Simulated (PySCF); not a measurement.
Frontier orbitals and the lowest excitations

SiH(NHiPr)3, C9H25N3Si.
Structure used (PBE0-D3(BJ)/def2-SVP), in Å, numbered top down from 1:
```
atom  x, y, z in Å
Si1   -0.0056   -0.0069   -0.4231
H2    -0.0105   -0.0094    1.0818
N3     1.6157   -0.0184   -1.0367
C4     2.8052    0.5679   -0.4435
C5     3.3971   -0.3064    0.6621
C6     2.5198    1.9767    0.0610
H7     1.8092   -0.8185   -1.6294
H8     3.5660    0.6580   -1.2418
H9     2.6885   -0.3941    1.5016
H10    4.3403    0.1097    1.0516
H11    3.6018   -1.3217    0.2884
H12    1.7608    1.9657    0.8603
H13    3.4299    2.4371    0.4744
H14    2.1454    2.6176   -0.7508
N15   -0.8024    1.4038   -1.0396
C16   -1.8931    2.1526   -0.4405
C17   -1.4099    3.1272    0.6336
C18   -2.9581    1.2114    0.1082
H19   -0.2088    1.9619   -1.6439
H20   -2.3704    2.7484   -1.2416
H21   -0.9591    2.5767    1.4753
H22   -2.2351    3.7421    1.0287
H23   -0.6436    3.8061    0.2283
H24   -2.5528    0.5820    0.9173
H25   -3.8062    1.7781    0.5215
H26   -3.3374    0.5440   -0.6796
N27   -0.8243   -1.4031   -1.0443
C28   -0.9196   -2.7271   -0.4544
C29   -1.9947   -2.8069    0.6294
C30    0.4338   -3.1817    0.0776
H31   -1.6003   -1.1701   -1.6545
H32   -1.2039   -3.4319   -1.2585
H33   -1.7354   -2.1507    1.4761
H34   -2.1120   -3.8332    1.0132
H35   -2.9686   -2.4765    0.2363
H36    0.7859   -2.5186    0.8848
H37    0.3704   -4.1998    0.4900
H38    1.1923   -3.1767   -0.7189
```

The calculation used TDDFT CAM-B3LYP/def2-SVPD, vertical, gas phase, core orbitals frozen in the response in PySCF 2.14.0, density-fitted response routines.

Frontier orbitals with the atoms that hold most of them (Löwdin shares over 4%, at most four atoms; ? is withheld):

```
orbital  ε (eV)                            atoms
 HOMO-3  -10.31    H2 10%, Si1 9%, C6 6%, C30 6%
 HOMO-2   -8.06  N15 39%, N27 13%, N3 9%, Si1 7%
 HOMO-1   -8.06   N3 32%, N27 28%, Si1 7%, C4 5%
   HOMO   -7.55                                ?
   LUMO    1.21                                ?
 LUMO+1    1.50   C29 10%, C6 8%, H35 6%, H31 6%
 LUMO+2    1.50   C17 9%, C30 6%, C16 6%, H20 6%
```

Q: Which atoms hold the LUMO, and with what shares?

A: Si1 (bonded to 3 N and H) 9%; H7 (bonded to N) 4%; H31 (bonded to N) 4%; H19 (bonded to N) 4%. By element: hydrogen 13% or more, silicon 9%.

Q: Give the leading atoms of the HOMO.

A: N15 (bonded to C, Si and H) 19%; N27 (bonded to C, Si and H) 19%; N3 (bonded to C, Si and H) 19%; Si1 (bonded to 3 N and H) 9%. By element: nitrogen 58%, silicon 9%.

Within 0.005 eV of a neighbour in this list lie HOMO-2/HOMO-1 and LUMO+1/LUMO+2.

Q: The HOMO–LUMO gap is 8.76 eV. Where does the response calculation put the lowest singlet, and from which orbitals?

A: S1 is at 6.02 eV (f = 0.017), 2.74 eV below the gap, made of HOMO→LUMO (62%), HOMO→LUMO+3 (10%), HOMO-2/HOMO-1→LUMO+1/LUMO+2 (≥8%). 

Next come S2 at 6.16 eV (f 0.015), HOMO→LUMO+1/LUMO+2 (≥32%), HOMO-2/HOMO-1→LUMO (≥32%); S3 at 6.16 eV (f 0.015), HOMO→LUMO+1/LUMO+2 (≥32%), HOMO-2/HOMO-1→LUMO (≥31%); S4 at 6.85 eV (f 0.0060), HOMO→LUMO+3 (71%), HOMO→LUMO (14%); S5 at 6.93 eV (f 0.0057), HOMO→LUMO+1/LUMO+2 (≥41%), HOMO-2/HOMO-1→LUMO (≥14%).

Orbitals of the list HOMO-3 to LUMO+2 that lie within 0.01 eV of each other are written together with a slash and their weights summed (≥ marks a lower bound); for degenerate orbitals outside that list single weights are arbitrary.

On Intel Xeon Platinum 8375C at 2.90 GHz, 2 threads, on a shared host, this took 4.5 min wall, 9.7 min CPU (grids of density and orbitals included) and 4.3 GiB of memory at its peak.

One conformer stands for the species.
